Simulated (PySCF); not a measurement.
**Telling isomers of C7H15P apart by NMR**

- NMR shieldings at PBE0/pcSseg-1/GIAO
- structure optimised with GFN2-xTB
- run in PySCF 2.14.0 with density-fitted response routines
- single conformer, relativity neglected, no solvent, rapidly exchanging positions averaged

Scale: ¹H, ¹³C vs TMS (reference shieldings calculated alike). Splittings of carbon signals by F and P are missing where no couplings were computed. Where no couplings were computed, multiplicities follow the n + 1 count of equivalent neighbours, and m marks all less simple cases (inequivalent or close neighbours, rings, F or P nearby). Shifts are as computed. Against solution values, carbons near 30 ppm lie about +3 ppm off and those near 130 ppm about +5 ppm. Of 1211 compounds with measured shifts, 218 miss one by over three times the rms of a fit or turn the order of signals round; such compounds aren't used in these exercises.

(1) Tabulate the signals of `C=P1(C)CCCCC1`, `CCP1CCCCC1` and their relative energies.

(2) What is the quickest way to tell C=P1(C)CCCCC1 from CCP1CCCCC1?

Results:

(1) 
| SMILES | carbon types | δC | δH | E rel. (kcal/mol) |
| --- | --- | --- | --- | --- |
| C=P1(C)CCCCC1 | 6×CH2 1×CH3 | 33.2, 31.7, 29.8, 25.3, -10.6 | 2.96 (m, 2H), 1.96 (m, 2H), 1.88 (m, 1H), 1.64 (m, 2H), 1.24 (m, 2H), 1.14 (m, 3H), 1.04 (m, 1H), -0.68 (m, 2H) | 33.6 |
| CCP1CCCCC1 | 6×CH2 1×CH3 | 33.3, 32.7, 31.9, 28.6, 12.2 | 1.74 (m, 4H), 1.47 (m, 4H), 1.41 (m, 2H), 1.37 (m, 2H), 1.14 (m, 3H) | 0.0 |

Energies are electronic energies at PBE0/pcSseg-1 on these geometries, without zero-point or thermal terms, each for the one conformer computed, which needn't be the lowest.

(2) Both give the same number of carbon signals, with the same numbers of each carbon type, so the positions decide. The first has a carbon double-bonded to a heavier main-group atom (CH2) at -10.6 ppm, the second a methyl carbon (CH3) at 12.2 ppm. Their most deshielded carbons lie at 33.2 and 33.3 ppm. In the proton spectra the most deshielded non-exchanging signals are 2.96 (m, 2H) and 1.74 (m, 4H).
